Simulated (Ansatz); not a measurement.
Geometry optimisation, Ansatz 0.2.0, RHF/def2-SVP.

The input (input.yaml):

```yaml
crystal:
  periodic: [false, false, false]
  atoms:
    - { symbol: Sn, position_ang: [0.209657, 0.0, -0.113779] }
    - { symbol: H, position_ang: [0.06177, 0.0, 1.611702] }
    - { symbol: H, position_ang: [1.876839, 0.0, -0.494099] }
    - { symbol: H, position_ang: [-0.525934, 1.405013, -0.734733] }
    - { symbol: H, position_ang: [-0.525934, -1.405013, -0.734733] }
    - { symbol: Br, position_ang: [-3.129273, 0.0, 1.698971] }
    - { symbol: H, position_ang: [-1.718825, 0.0, 2.174769] }
basis:
  gaussian: { orbitals: def2-SVP }
hamiltonian:
  xc: hf
relax:
  f_tol: 0.03
  max_steps: 50
```

Run as:

```bash
$ ansatz run input.yaml --threads 1 --pin off --max-ram 2048MiB --backend cpu --events-out ev --progress --plain --runs-dir out
```

Q: Where does it end, and by what steps?

A: The forces met the threshold. The force dipped under the threshold on the way, but the program's further checks kept it going. After 11 steps the energy has fallen by 0.241 eV; H7 moved furthest, 1.11 Å.

```tsv
step	energy less start (eV)	largest force component (eV/Å)	accepted
0	0.0000	1.947	yes
1	-0.1681	0.269	yes
2	-0.2107	0.367	yes
3	-0.2302	0.094	yes
4	-0.2356	0.029	yes
5	-0.2369	0.257	yes
6	-0.2389	0.079	yes
7	-0.2401	0.005	yes
8	-0.2240	0.715	no
9	-0.2404	0.030	yes
10	-0.2404	0.091	no
11	-0.2406	0.026	yes
```

```xyz
7
Properties=species:S:1:pos:R:3
Sn 0.471 0.000 -0.294
H 0.373 0.000 1.414
H 2.118 0.000 -0.754
H -0.291 1.398 -0.910
H -0.291 -1.398 -0.910
Br -3.581 0.000 1.950
H -2.550 0.000 2.911
```

Whether the end is a true minimum wasn't checked by a vibrational analysis.

Time of the run: 26 s on 1 thread of Arm Neoverse V1, on a shared host, peak memory 0.17 GiB.
